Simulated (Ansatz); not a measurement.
Cl₄Se (SMILES Cl[Se](Cl)(Cl)Cl), singlet, at a GFN2-xTB geometry. Base run: SVWN5/STO-3G run with Ansatz (a quantum-chemistry and plane-wave program).

Geometry (Å):
```xyz
5

Se    -0.0030     0.0047     0.4425
Cl     1.0617    -1.3266    -0.8210
Cl     1.8123     1.4588     0.3965
Cl    -1.0503     1.3087    -0.8633
Cl    -1.8177    -1.4503     0.4028
```
Charge 0, spin multiplicity 1.
All else is at Ansatz's defaults.

Each row names what was changed in the base input (with any setting that the change needs).

```
change               basis functions       E (Eh)
-------------------  ---------------  -----------
base                              54  -4185.87377
basis = 3-21G                     75  -4212.74613
basis = 6-31G                     81  -4232.46527
basis = pc-1                      99  -4232.99196
basis = pcseg-1                   99  -4232.73093
basis = def2-SV(P)               104  -4232.14217
basis = 6-31G*                   111  -4232.67352
basis = 6-31G**                  111  -4232.67352
basis = cc-pV(D+d)Z              119  -4233.01302
basis = def2-SVPD                149  -4232.18989
basis = 6-311G**                 152  -4233.06431
basis = def2-TZVPP               216  -4233.10920
basis = aug-cc-pVTZ              259  -4233.18591
```

Totals compare only among sets that treat the same electrons; sets with core potentials leave the core out.
